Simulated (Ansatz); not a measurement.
System: SiH2F2, charge 0, singlet. SiH2F2 (SMILES F[SiH2]F).
B3LYP-D3(BJ)/def2-TZVP minimum from Ansatz (a first-principles code):
```xyz
5

Si     0.2322    -0.1423     0.3567
F     -0.9008    -0.9574    -0.4083
F      0.3968     1.2663    -0.3659
H      1.4982    -0.8787     0.2366
H     -0.2130     0.0912     1.7376
```
Charge 0, spin multiplicity 1.

Wanted: atomisation energy (electronic, to ground-state atoms), in kcal/mol. UHF or UKS for unpaired electrons; spin-orbit terms are left out. CBS(X,Y): correlation extrapolated as X^-3, Hartree-Fock from the larger set (Q,5: extrapolated as (X+1)exp(-9√X)). A bracket is a step between two methods taken in the basis named. Functionals run without relativity, which enters their misses. Double hybrids freeze cores in their MP2 part. 'core' is core correlation in cc-pwCVTZ (1s frozen past Ne), 'X2C' scalar relativity in cc-pVTZ-DK, both at CCSD(T). For partners of very few electrons the exact lower level stands in for a higher one.

CCSD(T)/CBS(cc-pV(Q+d)Z,cc-pV(5+d)Z) + [CCSDT(Q) - CCSD(T)]/cc-pV(T+d)Z + core + X2C (Ansatz) gives 446.3 kcal/mol.

**Question.** How far off this value is PBE/def2-TZVPD (Ansatz), in which direction, and which of these levels come nearer: r2SCAN/def2-TZVPD, B3LYP/def2-TZVPD, PBE0/def2-TZVPD, wB97M-V/def2-TZVPD, B2PLYP/def2-TZVPD, CCSD(T)/CBS(cc-pV(Q+d)Z,cc-pV(5+d)Z) + core + X2C?

**Answer.** PBE gives 438.7 kcal/mol, 7.6 kcal/mol below it. Differences of the others: r2SCAN/def2-TZVPD (Ansatz) -5.4; B3LYP/def2-TZVPD (Ansatz) -9.6; PBE0/def2-TZVPD (Ansatz) -15.3; wB97M-V/def2-TZVPD (Ansatz) -4.3; B2PLYP/def2-TZVPD (Ansatz) -8.1; CCSD(T)/CBS(cc-pV(Q+d)Z,cc-pV(5+d)Z) + core + X2C (Ansatz) 0.2 kcal/mol. Nearer than PBE: r2SCAN/def2-TZVPD, wB97M-V/def2-TZVPD, CCSD(T)/CBS(cc-pV(Q+d)Z,cc-pV(5+d)Z) + core + X2C.
